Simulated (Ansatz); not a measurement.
Basis-set extrapolation for C3H5AlF2, SMILES `C=C[CH2][Al]([F])[F]` (PBE0-D4/def2-TZVP geometry, frozen core, Ansatz 0.2.0). Multiplicity 1, RHF reference.

|  | def2-TZVPP | def2-QZVPP |
| --- | --- | --- |
| HF | -557.595965 | -557.618575 |
| MP2 correlation | -1.073349 | -1.160195 |
| CCSD(T) correlation | -1.141282 | not run |

Energies in hartree. Use E(X) = E(∞) + A·exp(−7.88·√X) for Hartree–Fock and E(X) = E(∞) + B·X^(−2.97) for correlation, with X = 3 and 4, and add CCSD(T) minus MP2 of the smaller set to the MP2 limit.

Q: What is the CCSD(T) energy at the basis-set limit?

A: HF limit: -557.618575 + (-0.022610) × 0.13774 = -557.62169. MP2 limit: -1.160195 + (-0.086846) × 0.74074 = -1.22453. Higher-order term: -1.141282 − (-1.073349) = -0.06793. Total: -558.91415 hartree, 111.0 kcal/mol below CCSD(T)/def2-TZVPP.
